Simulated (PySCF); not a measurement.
**From orbital energies to the Hartree-Fock energy**

System: sulfur dioxide (O2S), singlet, at a GFN2-xTB geometry. Level: HF/6-31G* in PySCF. Sums are taken with unrounded values, so a last digit can differ.

Occupied orbital energies (Eh, each doubly occupied): -92.18396, -20.62476, -20.62473, -9.17238, -6.85480, -6.85405, -6.85161, -1.50463, -1.39494, -0.86819, -0.69247, -0.69112, -0.66184, -0.53038, -0.50802, -0.49158. One-electron energy -970.01252 Eh, nuclear repulsion 108.35087 Eh.

Problem. Work out the total energy, and say why twice the sum of orbital energies isn't the electronic energy.

Solution. Twice the sum of the occupied levels is -341.01889 Eh. It holds the one-electron energy once and the electron-electron energy twice, since each pair is counted from both sides: 2Σε = E1 + 2 E2. So E2 = (-341.01889 - (-970.01252))/2 = 314.49682 Eh, and E = E1 + E2 + E_nuc = -547.16484 Eh. PySCF's converged energy is -547.16484 Eh.
